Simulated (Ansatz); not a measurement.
```yaml
atoms:
  - { symbol: S, position_ang: [0.0139, 0.0358, 1.2221] }
  - { symbol: C, position_ang: [-0.0428, 1.2141, -0.0114] }
  - { symbol: C, position_ang: [-0.0292, -1.2433, -0.0505] }
  - { symbol: C, position_ang: [0.0189, 0.7335, -1.2301] }
  - { symbol: C, position_ang: [-0.0004, -0.6701, -1.3001] }
  - { symbol: H, position_ang: [0.0395, 2.2805, 0.2222] }
  - { symbol: H, position_ang: [0.0233, -2.3190, 0.1657] }
  - { symbol: H, position_ang: [-0.0264, 1.3481, -2.1539] }
  - { symbol: H, position_ang: [0.0394, -1.2966, -2.2041] }
```

Basis set: 6-31G* (spherical functions). Frozen core: 9 orbitals. Charge 0, multiplicity 1.

Computed with Ansatz (development build ahead of 0.2.0); each method stands on the lowest determinant of its kind that the runs found. Restricted open shells among the atoms or ions are ROHF, correlated in semicanonical orbitals with singles.

Problem. Give the atomization energy at this shape (free ground-state atoms in the same class of orbitals less the molecule, no zero-point energy) of singlet C₄H₄S by RHF-MP2, RHF.

Solution.

| method | atomization energy |
| --- | --- |
| RHF-MP2 | 39.07 eV |
| RHF | 30.07 eV |

Caution: the shape is not the minimum.
